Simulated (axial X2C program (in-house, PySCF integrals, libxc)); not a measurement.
## SnH: from the spin-free to the two-component result

All values were computed with an axial X2C code built on PySCF integrals. Spin-free means the one-electron spin-free X2C Hamiltonian; two-component (2c) means X2C with spin–orbit coupling and atomic mean-field two-electron Coulomb and Gaunt terms, so the difference of the two also holds small scalar two-electron terms. Basis: Sn dyall-cv3z [11s12p9d4f1g], H dyall-v3z [6s2p1d] (cores contracted in-house); Gaussian nuclei, density fitting, unrestricted open shells. Masses: Sn 119.902 u, H 1.008 u.

Spin-free state: M_S = 1/2, Λ = 1 (beyond evenly filled blocks: π+α); fragments Sn + H.

```json
{"level": "PBE0", "Re (Å)": "1.779", "ωe (cm⁻¹)": "1713.4", "De (eV)": "2.569", "μ (D)": "-0.51"}
{"level": "HF", "Re (Å)": "1.769", "ωe (cm⁻¹)": "1792.0", "De (eV)": "1.673", "μ (D)": "-0.37"}
{"level": "MP2", "Re (Å)": "1.756", "ωe (cm⁻¹)": "1775.9", "De (eV)": "2.406", "μ (D)": "n/a"}
{"level": "BP86", "Re (Å)": "1.797", "ωe (cm⁻¹)": "1640.6", "De (eV)": "2.788", "μ (D)": "-0.62"}
```

Correlated methods: 15 electrons correlated (number of frozen shells: Sn 4 s, 3 p, 1 d; H none), 191 virtual spin orbitals or spinors in MP2.

Dipoles are positive if H is the positive end.

(1) Within this multiplet, which Ω should lie lowest by the rule for regular and inverted multiplets?

Two-component determinant lowest at the distance of the search:

Ω = 1/2 (⟨Sz⟩ = -0.50, ⟨Lz⟩ = 1.00 at HF); fragments Sn + H.

```
level  Re (Å)  ωe (cm⁻¹)  μ (D)
 PBE0   1.780     1705.7  -0.52
   HF   1.770     1784.2  -0.38
  MP2   1.757     1768.5    n/a
 BP86   1.798     1631.9  -0.63
```

(2) From the two tables, how do the constants change at the MP2 level (2c against spin-free)?

The state is one determinant whose occupation by symmetry is held fixed; it was picked as the lowest of a PBE0 search that is not exhaustive. Dissociation energies refer to the lowest single-determinant-based atoms at the same level and basis. De is not given where an atomic determinant may have missed its ground term or J level, or where the truncated virtual space spoils (T). Density functionals use the spin component along the axis (collinear). Without a current term, density functionals place determinants with orbital angular momentum somewhat too high.

Results:

(1) The open π shell holds one electron, so the multiplet is regular: Ω = Λ − 1/2 = 1/2. The PBE0 2c search agrees.

(2) At the MP2 level Re increases by 0.001 Å and ωe goes down by 7.4 cm⁻¹.
